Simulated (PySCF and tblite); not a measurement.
Values are calculated unless marked as measured or tabulated.
System: C5H7ClO, numbered as in [CH3:1][O:2]/[CH:3]=[CH:4]\[CH:5]=[CH:6]\[Cl:7].

Motion: rotation about the C3–O2 bond (torsion C4–C3–O2–C1 from -180° to 0°, rising). GFN2-xTB gives an electronic barrier of 5.9 kcal/mol and a reaction energy of 1.7 kcal/mol.

PBE0/pcSseg-1 + D3(BJ) on GFN2-xTB geometries gives 4.5 kcal/mol and k(298 K) = 5.3×10⁹ s⁻¹.

What does PBE/pcSseg-1 + D3(BJ) give on GFN2-xTB geometries?

A barrier of 5.0 kcal/mol, 0.5 above the first DFT barrier (from unrounded values), a reaction energy of 2.4 kcal/mol and, with GFN2-xTB thermal terms, ΔG‡(298 K) = 5.1 kcal/mol and k = 2.3×10⁹ s⁻¹ (2 equivalent paths).

Programs: tblite and PySCF.
